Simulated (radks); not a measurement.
The numbers below are computed, except where a source is named.
All-electron atom: neutral selenium in [Ar] 3d10 4s2 4p3 7d1 (not the ground configuration). Level of theory: scalar-relativistic Kohn-Sham, PBE, spin-polarised, spherical densities, point nucleus; open shells are filled with parallel spins first (a radial shooting solver on a logarithmic mesh with Libxc functionals).

Normalised radial functions P(r) = r R(r), r in bohr:

| r | 3d up | 4s down | 4p up |
|---|---|---|---|
| 0.004304 | 0.0001 | 0.0644 | 0.0024 |
| 0.00612 | 0.0001 | 0.0848 | 0.0046 |
| 0.008772 | 0.0004 | 0.1088 | 0.0089 |
| 0.01247 | 0.0011 | 0.1325 | 0.0165 |
| 0.01788 | 0.0029 | 0.1503 | 0.0304 |
| 0.02542 | 0.0077 | 0.1497 | 0.0533 |
| 0.03644 | 0.0200 | 0.1136 | 0.0895 |
| 0.05181 | 0.0487 | 0.0289 | 0.1369 |
| 0.07426 | 0.1137 | -0.1038 | 0.1865 |
| 0.1056 | 0.2407 | -0.2289 | 0.2055 |
| 0.1513 | 0.4651 | -0.2458 | 0.1459 |
| 0.2152 | 0.7728 | -0.0623 | -0.0193 |
| 0.3084 | 1.0919 | 0.2601 | -0.2391 |
| 0.4386 | 1.2489 | 0.4187 | -0.3378 |
| 0.6286 | 1.1248 | 0.1534 | -0.1637 |
| 0.8939 | 0.7830 | -0.3991 | 0.2309 |
| 1.281 | 0.4000 | -0.8134 | 0.6243 |
| 1.822 | 0.1443 | -0.7795 | 0.7578 |
| 2.611 | 0.0301 | -0.4385 | 0.5665 |
| 3.713 | 0.0031 | -0.1439 | 0.2629 |
| 5.322 | 0.0001 | -0.0223 | 0.0673 |
| 7.567 | 0.0000 | -0.0014 | 0.0081 |
| 10.85 | 0.0000 | 0.0000 | 0.0003 |
| 15.42 | 0.0000 | 0.0000 | 0.0000 |
| 22.1 | 0.0000 | 0.0000 | 0.0000 |
| 31.43 | 0.0000 | 0.0000 | 0.0000 |
| 45.05 | 0.0000 | 0.0000 | 0.0000 |
| 64.06 | 0.0000 | 0.0000 | 0.0000 |
| 91.82 | 0.0000 | 0.0000 | 0.0000 |

3d up: eigenvalue -62.477 eV, 0 radial nodes, <r> = 0.632 bohr, 90 % of the charge inside 1.05 bohr. 4s down: eigenvalue -24.068 eV, 3 radial nodes at r = 0.0565, 0.232, 0.699 bohr, <r> = 1.74 bohr, 90 % of the charge inside 2.60 bohr. 4p up: eigenvalue -15.419 eV, 2 radial nodes at r = 0.208, 0.738 bohr, <r> = 2.10 bohr, 90 % of the charge inside 3.17 bohr.

Empty levels of this run are not shown, since the potential may be unsettled where no density lies.
